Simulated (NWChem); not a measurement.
CrH$_{2}$SO$_{3}$; SMILES [O]=[Cr](=[O])([OH])[SH]

```xyz
7

Cr     0.0482     0.3649     0.1040
O      0.9396     0.6685     1.3517
O      0.6811     0.8750    -1.2301
O     -1.5362     1.0614     0.3711
H     -2.0138     1.2759    -0.4576
S     -0.0811    -1.8293    -0.1712
H     -0.2045    -2.0513     1.1711
```
Atoms are numbered in this order, from 1.

Level: PBE-D3(BJ)/def2-SVP (NWChem), optimised geometry, unscaled harmonic frequencies. 

Q: List the harmonic frequencies with IR intensities, and the thermochemistry.

A: 
```
frequency (cm⁻¹)  IR intensity (km/mol)
----------------  ---------------------
175                                10.1
192                                 0.6
258                                15.3
280                                 0.8
318                                 8.1
357                                33.2
386                                69.5
450                                32.7
624                                10.6
728                               193.4
762                                12.1
1075                               62.9
1108                              114.7
2604                                3.7
3681                              182.7
```

* **zero-point energy**: 18.6 kcal/mol
* **thermal correction to the enthalpy at 298.15 K (with zero-point energy)**: 23.3 kcal/mol
* **heat capacity Cv**: 22.2 cal/(mol K)
* **entropy at 298.15 K and 1 atm (symmetry number 1)**: 80.7 cal/(mol K)
* **dipole moment**: 2.24 D

Rigid rotor and harmonic oscillator.
